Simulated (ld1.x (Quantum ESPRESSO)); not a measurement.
**tellurium: variants of one TM potential**

Base potential:

```json
{
 "Element": "Te (Z = 52)",
 "Generator": "ld1.x (Quantum ESPRESSO) 7.5",
 "Type": "norm-conserving Troullier–Martins (Kleinman–Bylander form)",
 "Functional": "PBEsol",
 "Relativity": "scalar-relativistic",
 "Frozen core": "[Kr] 4d10",
 "Valence charge": "6",
 "Reference configuration": "5s1 5p5",
 "Partial waves": "5s (bound): rc 1.50 bohr; 5p (bound): rc 1.55 bohr; 5d channel at -0.05 Ry: rc 1.60 bohr",
 "Local potential": "the d channel",
 "Core correction": "a·sin(br)/r model core inside 0.70 bohr"
}
```

All-electron outer shells of the reference configuration (PBEsol, scalar-relativistic, ld1.x):

```tsv
shell	level (eV)	outermost node (bohr)	outermost maximum (bohr)
4p	-115.63	0.38	0.74
4d	-42.93	0.36	0.81
5s	-15.90	0.91	1.77
5p	-6.52	1.00	2.14
```

Cutoffs, loose and tight: the cutoffs (Ry, on a coarse ladder) from which the occupation-weighted sum of valence levels, in a spherical-Bessel basis at the reference potential, stays within 10 and 1 mRy of its value at 400 Ry. They do not see the model core or the augmentation charge, which bear on the density cutoff. Test errors are all-electron minus pseudo excitation energies from the reference, over the configurations 5s2 5p4; 5s2 5p3; 5s2 5p2; 5s2 5p4.3; 5s2 5p3.5; 5s2 5p0; 5s2 5p1. A dash means not determined; rows that change the core or the reference have their own tests.

A true bound ghost makes a file unfit for plane-wave use even where its test errors are small: the radial tests pick states by their node count and pass the ghost by.

| change | outcome | cutoff, loose | cutoff, tight | bound ghosts | largest test error (meV) |
| --- | --- | --- | --- | --- | --- |
| base | generated | 60 Ry | 160 Ry | s, p | -209 |
| wave 5p (bound): rc 1.55 bohr becomes 5p (bound): rc 1.78 bohr | generated | 55 Ry | 100 Ry | s, p | -183 |
| reference 5s2 5p3 | generated | 60 Ry | 140 Ry | s, p | -213 |
| all radii but the core radius scaled by about 0.95 (s 1.44, p 1.48, d 1.52 bohr) | generated | 120 Ry | 180 Ry | s, p | -256 |
| core correction a·sin(br)/r model core inside 0.80 bohr | generated | 60 Ry | 160 Ry | s, p | -209 |

(1) What comes out with this change to the base: non-relativistic?

(2) What comes out with this change to the base: core [Ar] 3d10, valence charge 24; reference 4s2 4p6 4d10 5s2 5p4; waves now 4s (bound): rc 0.85 bohr; 4p (bound): rc 1.20 bohr; 4f channel at -0.1 Ry: rc 1.10 bohr; 4d (bound): rc 1.40 bohr; core correction none?

Results:

(1) outcome: generated; cutoff, loose: 70 Ry; cutoff, tight: 160 Ry; bound ghosts: s, p; largest test error (meV): -146.

(2) outcome: generated, misses its reference levels by 0.17 eV; cutoff, loose: 200 Ry; cutoff, tight: over 300 Ry; bound ghosts: none; largest test error (meV): -937.
